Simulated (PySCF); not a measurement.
**BeHg at TPSS**

Computed with TPSS; PySCF, scalar-relativistic core potentials, basis sets Be def2-SVP, Hg def2-SVP with ECP60.

* state: ¹Σ⁺ (singlet), closed shell
* bond length: 3.065 Å
* harmonic wavenumber: 97.3 cm⁻¹
* force constant: 0.0481 mdyn/Å
* rotational constant Be: 0.2079 cm⁻¹
* anharmonicity ωexe: 3.90 cm⁻¹
* vibration–rotation constant αe: 0.00972 cm⁻¹
* well depth De to Be + Hg: 0.06 eV
* dissociation energy D0: 0.05 eV
* HOMO–LUMO gap: 3.17 eV
* bond order (Mayer): 0.34
* dipole moment (positive dipole means Be(−)Hg(+)): 0.46 D

Closed-shell solutions of metal pairs were not tested for spin polarisation, which can lower them a little. The bond is weak. Basis-set superposition, not corrected here, can be much of De in a small basis, most of all at correlated wavefunction levels. Functionals without a dispersion term scatter widely for such bonds, and LDA overbinds them. Spin–orbit coupling is left out.
